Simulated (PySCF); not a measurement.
Polarisability and C₆ of In (indium, neutral)

[Kr] 4d10 5s2 5p1, 2P determinant. Computed with PySCF 2.14 in dyall-av2z (22s16p12d, 130 functions), with the non-relativistic Hamiltonian (point nucleus). Coupled (time-dependent) response in atomic units; α is the mean over directions. A double-zeta set is small for polarisabilities.

```tsv
method	mean α (bohr³)	α xx, yy, zz	C₆ (like pair)	S(−4)
UHF	76.20	64.75, 99.10, 64.75	832.0	2630
PBE	79.03	62.36, 112.4, 62.36	818.3	3727
PBE0	75.90	61.82, 104.1, 61.82	793.6	3073
```

S(−4) is the Cauchy moment in α(ω) = α(0) + S(−4) ω² + …

Reference α: 65 ± 4 bohr³ (recommended; Schwerdtfeger and Nagle, table of static dipole polarizabilities (2023 update)). Published C₆: 779.0 (Chu and Dalgarno (2004); Tang, Norbeck and Certain (1976)).

Spin-orbit coupling is absent.

α(iu) at PBE0:

```tsv
u (hartree)	α(iu) (bohr³)
0	75.90
0.0500	69.23
0.100	56.27
0.200	34.77
0.300	22.33
0.500	11.06
0.750	5.865
1.00	3.642
1.50	1.817
2.00	1.100
3.00	0.5414
5.00	0.2226
```

A single London oscillator, α(iu) = α/(1 + u²/ω²), gives C₆ = (3/4) ω α². Matching the computed C₆ needs ω = 4 × 793.6 / (3 × 75.90²) = 0.184 hartree.

The components differ because the open shell of this determinant is not spherical; for a pure term their mean is the scalar polarisability.

A non-relativistic calculation at this Z misses sizeable relativistic shifts.
